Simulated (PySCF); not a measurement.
C5H6BrF.
Structure used (PBE0-D3(BJ)/def2-SVP), in Å, numbered top down from 1:
```xyz
13
C5H6BrF angstrom
C      1.4060    0.6479   -0.3586
C      0.5781   -0.3386    0.0067
Br     1.3389   -2.0338    0.4137
C     -0.8839   -0.2129    0.1197
C     -1.7053   -1.2400    0.3832
C     -1.4556    1.1736   -0.0154
F     -1.1927    1.7286   -1.2476
H      2.4849    0.4980   -0.4107
H      1.0027    1.6201   -0.6469
H     -2.7845   -1.0826    0.4502
H     -1.3273   -2.2516    0.5424
H     -1.0237    1.8391    0.7526
H     -2.5471    1.1376    0.1236
```

Linear response at wB97X-D/def2-SVPD (PySCF, frozen core in the response, non-relativistic). Relativistic effects, spin–orbit coupling among them, are left out although an element past zinc is present.

Static isotropic polarisability: 84.87 au (12.58 Å³), principal values 58.1, 91.5, 105.0 au.

(1) What is the polarisability at 1064 nm and at the sodium D line?

(2) What is the isotropic C6 coefficient between two such molecules, C6 = (3/π)∫α(iω)² dω?

(3) Which effective excitation energy ω̄ makes London's formula C6 = (3/4)α²ω̄ exact here?

(4) What molar refraction at the D line follows from R = (4π/3)·N_A·α′, with α′ the polarisability volume?

(5) How anisotropic is the static polarisability, by Δα² = ½[(α1 − α2)² + (α2 − α3)² + (α3 − α1)²]?

(6) What n − 1 at the D line would an ideal gas of it have at 273.15 K and 1 atm (2.6868 × 10¹⁹ cm⁻³), by n − 1 = 2π·N·α′?

(7) What three-body coefficient follows from the one-pole estimate C9 = (3/4)·α·C6?

(8) How many electrons N does the Slater–Kirkwood formula C6 = (3/4)·√N·α^(3/2) need to give this C6?

(9) What does −C6/R⁶ come to at R = 10 Å between centres?

## Answers

(1) 85.89 au at 1064 nm (+1.2 %), 88.41 au at 589.3 nm (+4.2 %). The rise at 589.3 nm is 3.47 times that at 1064 nm; a pure ω² law gives 3.26. The lowest singlet lies at 227 nm, shorter than both wavelengths.

(2) 2737 au (Eh·bohr⁶) by a ten-point quadrature over imaginary frequencies, which is 1640 eV·Å⁶ or 158 J·nm⁶/mol.

(3) ω̄ = 4·C6/(3α²) = 0.507 Eh = 13.8 eV. A one-pole form α(ω) = α/(1 − ω²/ω̄²) fitted to the 1064 nm value gives 10.7 eV.

(4) α′ = 13.10 Å³ gives R = 33.05 cm³/mol, for isolated, non-vibrating species.

(5) Δα = 41.9 au, or 0.49 of the isotropic value.

(6) 22.12 × 10⁻⁴, a formal value whether or not that pressure can be reached.

(7) 174000 au. This is an estimate from the two numbers above, not a computed integral.

(8) N = (4·C6/3)²/α³ = 21.8; the species has 80 electrons in all.

(9) -160 J/mol. This is the leading, orientation-averaged term; C8 and higher terms are left out.

One conformer stands for the species.

The pairwise dispersion term of wB97X-D wasn't added to the energies; at a given geometry it leaves orbitals and properties as they are.
